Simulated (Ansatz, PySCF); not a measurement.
germanium monotelluride (GeTe), SMILES [Ge]=[Te] (connectivity only; charge and spin as stated), neutral, multiplicity 1. Atoms are numbered in the order given.

```xyz
2

Ge     0.0000     0.0000    -1.4519
Te     0.0000     0.0000     0.8912
```

Geometry: r2SCAN-D4/def2-TZVP. The def2 effective core potentials stand for the cores of Te; spin–orbit coupling is left out.

Two levels are set side by side: PBE-D3(BJ)/def2-TZVP (Ansatz, a quantum-chemistry and plane-wave program) and r2SCAN-D4/def2-TZVP (Ansatz). Each level has its own optimised geometry; the coordinates shown are those of the second. Frequencies come from the Hessian of PySCF at each geometry. Differences are taken from unrounded values.

| quantity | r2SCAN-D4 | PBE-D3(BJ) | PBE-D3(BJ) minus r2SCAN-D4 |
|---|---|---|---|
| bond Ge1–Te2 (Å) | 2.343 | 2.368 | 0.025 |
| highest harmonic wavenumber (cm⁻¹) | 332 | 318 | -15 |
| mean harmonic wavenumber (cm⁻¹) | 332 | 318 | -15 |
| zero-point energy (kcal/mol) | 0.48 | 0.45 | -0.02 |
